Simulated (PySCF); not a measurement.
Dissociation curve of Cl2 (anion, charge -1), doublet.

Levels of theory: UKS-M06-2X/6-31G* = unrestricted M06-2X/6-31G*, spherical d (PySCF); UKS-B3LYP = unrestricted B3LYP/def2-TZVP (PySCF); UKS-r2SCAN = unrestricted r2SCAN/def2-TZVP (PySCF 2.14.0); UHF/def2-TZVP (PySCF); UCCSD(T) = PySCF with CCSD(T) on UHF/def2-TZVP, 10 core orbitals frozen.

Energies are in kJ/mol, each relative to the lowest point of its own curve near equilibrium.

| R / Å | UKS-M06-2X/6-31G* | UKS-B3LYP | UKS-r2SCAN | UHF | UCCSD(T) |
|---|---|---|---|---|---|
| 2.09 | 129.2 | 127.9 | 119.0 | 130.1 | 112.6 |
| 2.25 | 52.9 | 55.3 | 49.7 | 52.4 | 42.1 |
| 2.37 | 22.0 | ___ | 21.7 | 21.4 | 15.2 |
| 2.51 | 4.5 | 7.2 | 5.4 | 4.2 | 1.7 |
| 2.55 | ___ | 4.4 | 3.0 | 1.9 | 0.3 |
| 2.64 | 0.0 | 0.8 | 0.2 | 0.0 | 0.0 |
| 2.71 | ___ | 0.0 | 0.0 | 0.8 | 1.9 |
| 2.78 | 2.7 | 0.5 | 0.9 | 3.1 | 5.1 |
| 2.94 | 10.8 | 4.6 | 5.8 | 12.0 | 15.4 |
| 3.05 | 17.8 | 8.8 | 10.3 | 19.4 | ___ |
| 3.29 | 33.5 | 18.8 | 20.6 | 31.3 | 43.5 |
| 3.59 | 50.1 | 29.6 | 31.2 | 41.0 | 65.5 |
| 3.95 | 64.2 | 38.4 | 39.1 | ___ | 86.3 |
| 4.34 | 74.1 | 43.3 | 42.8 | 53.8 | 102.0 |
| 4.72 | 80.0 | 45.1 | 43.4 | 57.2 | 111.7 |
| 5.31 | 83.7 | 44.8 | 41.1 | 60.4 | 118.7 |
| 5.75 | ___ | 43.2 | 38.4 | 61.8 | 120.7 |
| 6.46 | 83.2 | 39.8 | 33.4 | 63.1 | 122.3 |
| 7.19 | 81.5 | 36.2 | 28.6 | 64.0 | 123.1 |
| 7.95 | 79.8 | 32.9 | 24.3 | 64.5 | 123.7 |

Question: Complete the blanks.

Answer: 
- 2.37, UKS-B3LYP: 25.3
- 2.55, UKS-M06-2X/6-31G*: 2.2
- 2.71, UKS-M06-2X/6-31G*: 0.6
- 3.05, UCCSD(T): 23.9
- 3.95, UHF: 48.5
- 5.75, UKS-M06-2X/6-31G*: 84.2

Where the anion isn't bound against loss of the electron, the finite basis alone holds it. At the longest distance UKS-B3LYP, UKS-r2SCAN leaves fractional charges on the fragments, a sign of delocalisation error or of the restricted form.
